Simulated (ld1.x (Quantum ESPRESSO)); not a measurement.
Reading a pseudo-wave (aluminium (Al))

Columns: radius, all-electron u(r) and pseudo u(r) of the 3p shell (level -9.17 eV) of aluminium in the configuration [Ne] 3s2 3p0; LDA (PZ), non-relativistic, PAW scheme, ld1.x (Quantum ESPRESSO) 7.5.

```csv
r (bohr),all-electron,pseudo
0.132,0.1301,-0.0068
0.265,0.2447,-0.0272
0.398,0.2594,-0.0599
0.530,0.2058,-0.1028
0.663,0.1161,-0.1541
0.795,0.0131,-0.2106
0.928,-0.0922,-0.2702
1.060,-0.1912,-0.3294
1.193,-0.2818,-0.3867
1.325,-0.3607,-0.4391
1.458,-0.4288,-0.4860
1.590,-0.4851,-0.5257
1.723,-0.5310,-0.5584
1.855,-0.5663,-0.5837
1.988,-0.5925,-0.6024
2.120,-0.6100,-0.6148
2.252,-0.6201,-0.6218
2.385,-0.6235,-0.6238
2.518,-0.6211,-0.6211
2.650,-0.6137,-0.6137
2.782,-0.6023,-0.6023
2.915,-0.5874,-0.5874
3.048,-0.5697,-0.5697
3.180,-0.5500,-0.5500
3.312,-0.5286,-0.5286
3.445,-0.5059,-0.5059
```

(1) How many radial nodes do the two functions have?

(2) At about which radius was the pseudo-wave matched?

(3) Is the pseudo-wave norm-conserving?

Answers

(1) The all-electron 3p function has n − l − 1 = 1; the pseudo-wave has 0, since the states of the same l below it are removed with the core.

(2) 2.55 bohr. The columns agree to 0.0005 from 2.38 bohr on; several derivatives are matched, so the curves merge somewhat inside the radius.

(3) No, it belongs to a PAW set: the norm inside the radius is not constrained, and the difference is carried by the augmentation charge.
